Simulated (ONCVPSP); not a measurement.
## Ca: ONCV pseudisation with LDA (Perdew-Zunger), scalar-relativistic reference atom.

- Element: Ca (Z = 20)
- Generator: ONCVPSP 4.0.1
- Type: optimised norm-conserving Vanderbilt (ONCV)
- Functional: LDA (Perdew-Zunger)
- Relativity: scalar-relativistic
- Frozen core: [Ne]
- Valence charge: 10
- Reference configuration: 3s2 3p6 4s2
- Partial waves: 3s+4s: rc 1.65 bohr, ncon 4, nbas 9, qcut 6.8 1/bohr, 2 projectors; 3p: rc 1.15 bohr, ncon 5, nbas 9, qcut 8.7 1/bohr, 3 projectors, debl 1.5 Ha; d scattering state at 0.43 Ha: rc 1.40 bohr, ncon 4, nbas 9, qcut 7.3 1/bohr, 1 projector; f scattering state at 0.03 Ha: rc 1.50 bohr, ncon 3, nbas 8, qcut 8 1/bohr, 2 projectors, debl 3.1 Ha
- Local potential: polynomial inside 1.00 bohr (lpopt 5, dvloc0 3 Ha)
- Core correction: Teter function, parameters optimised by the program

In the d channel the program set the typed energies aside and used 0.050 Ha.

Question: Does the generator finish with these settings?

Answer: Yes, a potential is produced and its reference levels are reproduced.

Question: Estimate the cutoffs (Ha) at which the residual kinetic energy of the hardest occupied pseudo-wave falls to 1 and 0.1 mHa per electron.

Answer: 28 Ha and 37 Ha. The cutoffs count occupied waves only; projector 2 of the f channel, the hardest unoccupied one, needs 155 Ha at the loose tolerance.

Question: Does the potential have ghost states?

Answer: Ghosts flagged at negative energy: p at -207.1 eV; GHOST(+) flags only above 600 eV. A true bound ghost makes a file unfit for plane-wave use.

Question: Which valence shell sets the plane-wave cutoff?

Answer: 3p: 28 Ha for 1 mHa per electron, against 16 Ha for 3s.

Question: Tests: 3s2 3p6 4s1; 3s2 3p6 4s0; 3s2 3p6 4s1.5; 3s2 3p6 3d1 4s0. Which has the largest error in its energy relative to the reference configuration, and how large is it?

Answer: 3s2 3p6 4s0, with -1.6 meV (all-electron minus pseudo) on +18.41 eV.
